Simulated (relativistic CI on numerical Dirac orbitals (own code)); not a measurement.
**Radial parameters of Os I**

Method of calculation: Dirac-Coulomb-Breit CI, orbitals from a KLI potential per configuration, model QED, valence Slater integrals scaled by 0.85, P86 correlation energy added to each configuration (own radial code, finite nucleus).

Slater integrals F^k, G^k are unscaled and averaged over j, outside the closed core [Xe] 4f14; ζ comes from projecting the Hamiltonian with its Breit term on Σ l·s of the shell.

- 5d6.6s2: F^2(5d,5d) = 55312, F^4(5d,5d) = 36004, ζ(5d) = 2873.1 cm⁻¹; <r>(5d) = 1.826, <r^2>(5d) = 4.049 (bohr units).
- 5d7.6s: F^2(5d,5d) = 52920, F^4(5d,5d) = 34283, ζ(5d) = 2625.2, G^2(5d,6s) = 21162 cm⁻¹; <r>(5d) = 1.895, <r^2>(5d) = 4.41, <r>(6s) = 3.072, <r^2>(6s) = 10.85 (bohr units).
- 5d6.6s.6p: F^2(5d,5d) = 56749, F^4(5d,5d) = 37052, ζ(5d) = 2994.5, G^2(5d,6s) = 21203, F^2(5d,6p) = 15947, G^1(5d,6p) = 8707.2, G^3(5d,6p) = 6299.9, G^1(6s,6p) = 27931, ζ(6p) = 2552.2 cm⁻¹; <r>(5d) = 1.788, <r^2>(5d) = 3.844, <r>(6s) = 2.937, <r^2>(6s) = 9.896, <r>(6p) = 4.545, <r^2>(6p) = 24.33 (bohr units).

(1) Give the Racah parameters of the d shell in 5d6.6s2.

In this model ζ of a weakly bound d, f or g electron outside closed shells comes out too small, for d by up to a factor of two or three and at times with the wrong sign; that of an outer p electron is too small as well.

Correlation outside the listed configurations is missing or only estimated: errors of thousands of cm⁻¹ between configurations and terms are usual at this charge. Rates and lifetimes follow the computed energies and can be off by large factors. The fine structure of a lone outer electron comes out too small, for d and f at times inverted, and misplaced configurations move strength between like terms. 16 of the 30 excited levels that our extract of the measured tables holds in this range could be paired (the sources list more); they are missed by 4237 cm⁻¹ on average and 7077 at most, and levels without a partner can miss by more. Some levels of the ground configuration have no partner and can miss by 10 % or more.

Averages of the first 10 configurations, taken without configuration mixing, which lowers the lowest level and can move excited configurations by several eV; other configurations of the list can lie among them:

```csv
Configuration,Parity,States,Average energy above the lowest level (eV)
5d6.6s2,even,210,3.3
5d7.6s,even,240,3.1
5d6.6s.6p,odd,2520,7.0
5d7.6p,odd,720,7.0
5d8,even,45,4.5
5d6.6p2,even,3150,12.3
5d6.6s.6d,even,4200,9.8
5d7.6d,even,1200,9.1
5d6.6s.6f,odd,5880,10.9
5d7.5f,odd,1680,9.8
```

## Answers

(1) B = F²/49 − 5F⁴/441 = 721 cm⁻¹ and C = 35F⁴/441 = 2857 cm⁻¹; values fitted to spectra at such low charge are typically 15 to 30 % smaller.
